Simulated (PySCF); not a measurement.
# Ru²¹⁺: ionisation energy

Ru²¹⁺ [Ar] 3d5 (6S) → Ru²²⁺ [Ar] 3d4 (5D), as a difference of total energies. All numbers are calculated (PySCF 2.14, scalar relativity by spin-free X2C-1e, in an uncontracted even-tempered set (19 s from 2.1 bohr⁻², ratio 2.5; 12 p from 2.7 bohr⁻², ratio 2.5; 8 d from 2.7 bohr⁻², ratio 2.5; 4 f from 12 bohr⁻², ratio 2.7; 3 g from 18 bohr⁻², ratio 2.7)). Correlated levels: outer shells: [Ne] frozen; virtual orbitals above 40 to 60 times the deepest correlated orbital energy dropped. The calculations carry no spin-orbit coupling.

```tsv
method	ionisation energy (eV)
UHF	986.43
LDA	985.75
PBE	985.17
PBE0	985.93
r2SCAN	986.28
BP86	985.18
M06-L	987.26
MP2 (outer shells)	987.04
SCS-MP2 (outer shells)	986.56
```

Q: How much does correlation contribute at MP2 (outer shells)?

A: 987.04 − (986.43) = 0.61 eV, measured against UHF.

A first-order spin-orbit estimate (lowest level to lowest level, LS coupling) adds -3.169 eV.

Breit and QED terms and the two-electron picture change are absent.

For comparison: 981 ± 4 eV (theoretical estimate listed by NIST; NIST Atomic Spectra Database, ionization energies).
